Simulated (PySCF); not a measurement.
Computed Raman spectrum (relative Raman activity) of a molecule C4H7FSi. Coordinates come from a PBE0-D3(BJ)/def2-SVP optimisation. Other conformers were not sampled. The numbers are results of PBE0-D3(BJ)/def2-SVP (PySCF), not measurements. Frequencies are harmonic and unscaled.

Lines under 2 % of the strongest are left out, and lines within 2 cm⁻¹ are merged.

ν (cm⁻¹): 106 (vw), 667 (w), 674 (vw), 845 (vw), 878 (vw), 928 (vw), 1073 (m), 1253 (vw), 1421 (w), 1432 (w), 2248 (s), 3063 (s), 3155 (s), 3158 (vs), 3170 (m), 3175 (m), 3252 (s) (against the strongest line: vs over 80 %, s over 45 %, m over 15 %, w over 4 %, vw less)

Pick the molecule that these values belong to.
A. C#CC[SiH2]CF
B. CC#C[C@H](F)[SiH3]
C. C=C=C[Si@H](C)F
D. C#CC[Si@@H](C)F

C, C=C=C[Si@H](C)F
